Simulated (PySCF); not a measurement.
O₄Os, triplet (typed; the unrestricted solution is spin-contaminated), at a GFN2-xTB geometry (such geometries of metal compounds can be far from the true shape) (the multiplicity is a formal guess) (core potentials on Os). Base run: HF/def2-SVP (PySCF).

PySCF was given this input:
```python
from pyscf import gto, scf

mol = gto.M(
    atom='''
Os   -0.00000000   -0.00000000   -0.00000000
O     1.25562739    0.85403793   -0.68566191
O     0.90693264   -1.04343838    0.92995844
O    -1.13864707   -1.09252818   -0.53476929
O    -1.02391295    1.28192863    0.29047276
''',
    basis='def2-svp',
    ecp={'Os': 'def2-svp'},
    spin=2,
    verbose=4,
)

mf = scf.UHF(mol)
mf.kernel()
```

The base run was repeated with changes; each row names its change, and settings that it needs were set with it.

```tsv
change	ΔE vs base (µEh)	SCF cycles	<S^2>	outcome
base	0.0	17	2.296	converged
DIIS = ADIIS	-	50	-	not converged
conv_tol = 1e-6	0.2	11	2.296	converged
diis_space = 2	-	50	-	not converged
level_shift = 0.5 (with mf.max_cycle = 100)	0.0	25	2.296	converged
init_guess = huckel	-	50	-	not converged
conv_tol = 1e-11	0.0	21	2.296	converged
conv_tol_grad = 1e-7	0.0	30	2.296	converged
init_guess = mod_huckel	-	50	-	not converged
damp = 0.5; diis_start_cycle = 5	0.0	19	2.296	converged
diis_space = 12	0.0	17	2.296	converged
diis = off; damp = 0.3 (with mf.diis_start_cycle = 200; with mf.max_cycle = 150)	-	150	-	not converged
solver = newton	0.0	-	2.296	converged
```

Open shells are given as the SCF converged; they aren't shown to be the lowest states, and a large step between rows can be another state.
